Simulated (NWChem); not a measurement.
System: CH$_{4}$MgS; SMILES C[S][MgH]

The following NWChem deck was run.

```
start job
memory heap 200 mb stack 900 mb global 1100 mb
geometry units angstroms
  Mg    -0.201581     0.227362     1.531049
  H     -1.510450     1.095312     1.937544
  S      0.589884    -0.413028    -0.540074
  C     -0.777455     0.407936    -1.416452
  H     -1.310422    -0.343075    -1.995400
  H     -0.353332     1.148606    -2.091025
  H     -1.464947     0.897299    -0.710656
end
basis spherical
  * library def2-svp
end
dft
  xc xpbe96 cpbe96
  disp vdw 4
  iterations 150
end
driver
  maxiter 120
end
task dft optimize
task dft freq
```

The optimisation ended at a saddle point (imaginary frequency).

The level has its own optimisation; frequencies are unscaled.

Q: What results follow from this input? (PBE-D3(BJ)/def2-SVP.) Quantities: r H–Mg (Å); r Mg–S (Å); r C–S (Å); r C–H (Å); highest harmonic frequency (cm⁻¹); lowest (cm⁻¹); zero-point energy (kcal/mol); dipole (D).

A: 
| Quantity | Result |
|---|---|
| r H–Mg (Å) | 1.704 |
| r Mg–S (Å) | 2.323 |
| r C–S (Å) | 1.851 |
| r C–H (Å) | 1.107 |
| highest harmonic frequency (cm⁻¹) | 3083 |
| lowest (cm⁻¹) | -56 |
| zero-point energy (kcal/mol) | 26.5 |
| dipole (D) | 1.26 |
